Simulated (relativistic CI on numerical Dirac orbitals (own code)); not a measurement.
## One change at a time: Dy⁴³⁺

Base calculation: Dirac-Coulomb-Breit CI, separate exchange-only KLI orbitals for each configuration, QED by a radiative potential, unscaled Slater integrals.

CI space (outside the closed core [Ne]): 3s²3p⁶3d⁵, 3s²3p⁵3d⁶, 3s²3p⁴3d⁷, 3s3p⁶3d⁶, 3p⁶3d⁷, 3s3p⁵3d⁷, 3s²3p⁶3d⁴4s, 3s²3p⁶3d⁴4p, 3s²3p⁴3d⁶4s, 3s²3p⁶3d⁴4d, 3s²3p⁴3d⁶4p, 3s²3p⁵3d⁵4s, 3s²3p⁶3d⁴4f, 3s3p⁵3d⁶4s, 3s²3p⁵3d⁵4p, 3s3p⁵3d⁶4p, 3p⁶3d⁶4s, 3s²3p⁶3d³4s², 3p⁶3d⁶4p, 3s²3p⁶3d³4s4p, 3s²3p⁶3d⁴5s, 3p⁶3d⁵4s². Levels of other configurations are missing.

Variants: (1) only the first configuration. Shifts of the energy above 3s²3p⁶3d⁵ ⁴P5/2, in cm⁻¹, for the lowest level and the first level of each name with at least 55 % of one term (blank where a level changes its place among those of its configuration and J or its character, or is not in the variant):

```
            Level     Base    Δ(1)
  3s²3p⁶3d⁵ ⁴P5/2        0       0
  3s²3p⁶3d⁵ ²D3/2   533684   +4271
  3s²3p⁶3d⁵ ⁴D1/2   674122   -3184
 3s²3p⁶3d⁵ ²I13/2   675780  -17732
  3s²3p⁶3d⁵ ²G7/2   753248   -5017
  3s²3p⁶3d⁵ ⁴F5/2   762670    -747
  3s²3p⁶3d⁵ ²G9/2   871618   -2684
  3s²3p⁶3d⁵ ²P3/2   983682   +6936
  3s²3p⁶3d⁵ ²P1/2  1203230   +5678
 3s²3p⁵3d⁶ ⁶F°9/2  2711150        
3s²3p⁵3d⁶ ⁴H°13/2  2765157        
3s²3p⁵3d⁶ ⁴I°15/2  2829162
```

At this charge energies of transitions that change n are usually good to better than 1 %, and those within a shell (Δn = 0) to a few per cent.

Ionisation energy from the two ground configurations alone: base 3444.71 eV. The NIST ASD value (theoretical) is 3445 eV.

LS names give the leading component of a level, which can be under half, so a name can repeat, a term be missing and a line seem to break the LS rules.
